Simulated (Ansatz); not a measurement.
Ligand exchange: Sn(CH3)Cl + Ge(CH3)3Cl → SnCl2 + Ge(CH3)4

Gas-phase species: Sn(CH3)Cl, singlet; Ge(CH3)3Cl (chlorotrimethylgermane), singlet; SnCl2 `[Cl][Sn][Cl]`, singlet; Ge(CH3)4 (tetramethylgermane), singlet. The partners trade CH3 for Cl: Sn–CH3 and Ge–Cl bonds give way to Sn–Cl and Ge–CH3.

Shapes, held fixed at every level: PBE0-D4/def2-TZVP. Programs: Ansatz 0.2.0. Electronic energies: no zero-point or thermal term.

```tsv
level	kind	ΔE (kJ/mol)	less CCSD(T)/def2-TZVPP
r2SCAN-D4/def2-TZVPP	meta-GGA	-55.4	-6.4
PBE0-D4/def2-TZVPP	global hybrid	-53.3	-4.3
r2SCAN0-D4/def2-TZVPP	global hybrid	-52.5	-3.5
wB97M-V/def2-TZVPP	range-separated hybrid	-50.9	-1.9
wB97X-V/def2-TZVPP	range-separated hybrid	-51.0	-2.0
MP2/def2-TZVPP	perturbation theory	-50.7	-1.7
CCSD/def2-SVP	coupled cluster or CI	-50.6	-1.6
CCSD(T)/def2-TZVPP	coupled cluster or CI	-49.0	0.0
```

The highest level, CCSD(T)/def2-TZVPP, gives ΔE = -49.0 kJ/mol; the levels span -55.4 to -49.0. The column of differences is taken from that level and isn't an error. No measured value is set beside it here. For atoms past krypton def2 sets carry core potentials with scalar relativity. Relativity is left out for Ge. Outer-core shells of Ge, Sn are correlated, in sets that cover them unevenly.
